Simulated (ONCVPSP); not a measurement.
## Before and after: ONCV potential for fluorine (F)

- Element: fluorine
- Generator: ONCVPSP 4.0.1
- Type: optimised norm-conserving Vanderbilt (ONCV)
- Functional: PBEsol
- Relativity: scalar-relativistic
- Frozen core: [He]
- Valence charge: 7
- Reference configuration: 2s2 2p4 (charge +1)
- Partial waves: 2s: rc 0.70 bohr, ncon 4, nbas 9, qcut 9.1 1/bohr, 1 projector; 2p: rc 1.65 bohr, ncon 4, nbas 7, qcut 6.8 1/bohr, 2 projectors, debl 2 Ha
- Local potential: polynomial inside 0.60 bohr (lpopt 5, dvloc0 0 Ha)
- Core correction: Teter function, fcfact 5.5, rcfact 1.15

Change: s: qcut 10.9; p: qcut 8.2.

Cutoffs: the cutoffs (Ha) at which the residual kinetic energy of the hardest occupied pseudo-wave falls to 1 and 0.1 mHa per electron; they do not see the model core or the augmentation charge, which bear on the density cutoff. Errors are all-electron minus pseudo energies relative to the spin-unpolarised reference configuration.

Task: How do hardness, ghosts and transferability respond?

Result: The potential gets softer (100 Ha and 444 Ha → 54 Ha and 160 Ha); of the 4 tests that both files solve, the error grows in 0 and shrinks in 4 by more than 15 % and 0.3 meV (median size 1009.5 → 772.4 meV); neither file shows a bound ghost.

```tsv
quantity	base	changed
cutoff, loose	100 Ha	54 Ha
cutoff, tight	444 Ha	160 Ha
loose cutoff by channel	s 100 Ha, p 22 Ha	s 54 Ha, p 26 Ha
bound ghosts	none	none
GHOST(+) flags under 300 eV	none	none
error for 2s2 2p5, meV [ΔE -19.32 eV]	+115	+84
error for 2s2 2p3, meV [ΔE 38.28 eV]	+302	+228
error for 2s2 2p2, meV [ΔE 98.77 eV]	+1717	+1317
error for 2s2 2p1, meV [ΔE 184.36 eV]	+5170	+4027
s: phases at 0.71 bohr within 0.05 rad from the reference energy up to (Ha; the scan ends near 5)	to the end of the scan	to the end of the scan
p: phases at 1.68 bohr within 0.05 rad from the reference energy up to (Ha; the scan ends near 5)	to the end of the scan	to the end of the scan
rms error of d²Exc/dni dnj with the model core, mHa	1.44	1.78
```
